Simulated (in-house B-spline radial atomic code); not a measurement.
The krypton ion Kr³⁺: [Ar] 3d10 4s2 4p3 (with a hole in an inner shell)

Level of theory: Dirac-Kohn-Sham LDA VWN5, spherical fractional occupations, Fermi nucleus of rms radius 4.1884 fm; calculated with a B-spline radial code for spherical atoms.

Z_r = [3n² - l(l+1)]/(2<r>); Z_e = n√(-2ε); the last column is Slater's effective charge. Values are occupation-weighted means over j. An effective charge above Z reflects the relativistic contraction of the inner shells.

```
shell  electrons   ε (eV)  <r> (bohr)    Z_r    Z_e  Slater
   1s          2   -14172     0.04154  36.11  32.27   35.70
   2s          2  -1901.8      0.1835  32.70  23.65   31.85
   2p          6  -1688.4      0.1601  31.23  22.28   31.85
   3s          2  -303.39      0.5309  25.43  14.17   24.75
   3p          6  -235.34      0.5406  23.12  12.48   24.75
   3d         10  -122.01      0.5539  18.96   8.98   14.85
   4s          2  -59.333       1.462  16.41   8.35    9.30
   4p          3  -43.557       1.659  13.86   7.16    9.30
```

The least bound orbital is 4p3/2 at -43.25 eV, and it is also the most diffuse (<r> = 1.668 bohr).

Spin-orbit splittings of the orbital energies (j = l + 1/2 above j = l - 1/2 when positive): 2p 53.74 eV, 3p 7.94 eV, 3d 1.312 eV, 4p 0.9137 eV.

For the 1s electron the small component carries 1.7 % of the norm, the zero-frequency Breit interaction raises the level by 23.53 eV, self-energy by 12.49 eV, and vacuum polarisation lowers it by 1.299 eV.
